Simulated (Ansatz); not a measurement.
Cost and result for the atomization energy of C$_{2}$H$_{7}$BFN (`BN(C)CF`) (12 atoms, 11 bonds).

Cartesian coordinates in Å:
```
B -0.0066 0.9187 1.2910
N -0.0257 0.1218 0.1499
C 0.3618 0.5900 -1.1690
C -0.4144 -1.2446 0.1930
F 0.6705 -2.0717 -0.0500
H 0.3188 2.0649 1.1925
H -0.3306 0.4330 2.3346
H -0.4653 0.4741 -1.8774
H 0.6327 1.6422 -1.1127
H 1.2163 0.0236 -1.5459
H -1.1507 -1.4690 -0.5870
H -0.8068 -1.4831 1.1810
```

Charge 0, multiplicity 1. The geometry is a stationary point of PBE0-D4/def2-TZVP. It is one conformer, not always the lowest. Program: Ansatz. All runs use 4 threads of an Arm Neoverse V2 on a shared host. Times are those of one run each, without the atoms' runs, and a repeat can differ threefold. Electronic energies, without spin–orbit coupling; frozen cores. CCSD(T)/CBS adds CCSD(T) − MP2 in def2-TZVPP to the MP2 limit, and its time is that of the two runs behind it. T1 = 0.012. B3LYP takes the VWN-RPA correlation (the form of Gaussian; ORCA's B3LYP/G).

CCSD(T)/CBS is a level of theory with its own doubt, some kJ/mol a heavy atom from the limit and from the frozen cores, so smaller differences don't rank the functionals.

```
                             level  functions  wall time  atomization (kJ/mol)  difference from CCSD(T)/CBS  per bond
   PBE-D4/def2-TZVPP (with forces)        253        2 s                4674.6                        118.7      10.8
                PBE0-D4/def2-TZVPP        253      2.1 s                4590.0                         34.1       3.1
 B3LYP-D4/def2-TZVPP (with forces)        253      3.8 s                4588.0                         32.1       2.9
r2SCAN-D4/def2-TZVPP (with forces)        253      4.6 s                4574.3                         18.4       1.7
                 B2PLYP/def2-TZVPP        253      5.5 s                4535.4                        -20.5      -1.9
                ωB97X-V/def2-TZVPP        253        6 s                4582.2                         26.3       2.4
  ωB97M-V/def2-TZVPP (with forces)        253       10 s                4588.2                         32.3       2.9
                    MP2/def2-QZVPP        495       22 s                4580.9                         25.0       2.3
                CCSD(T)/def2-TZVPP        253    2.5 min                4448.4                       -107.5      -9.8
                 CCSD(T)/CBS(def2)          –    2.8 min                4555.9                          0.0       0.0
```

From PBE to PBE0 (25 % exact exchange), in def2-TZVPP and without D4, the atomization energy moves by −81.4 kJ/mol: exact exchange takes away binding that semilocal exchange gives to molecules. The D4 term adds +30.9 kJ/mol with B3LYP and +16.2 kJ/mol with PBE0; it sums over pairs of atoms, weighted by their polarisabilities, and B3LYP, whose exchange is more repulsive, gets the larger term. In def2-TZVPP, CCSD(T) changes the Hartree–Fock value by +1089.3 kJ/mol (the triples alone add +61.8 kJ/mol) and MP2 by +1158.1 kJ/mol; breaking electron pairs costs correlation energy, which Hartree–Fock lacks.
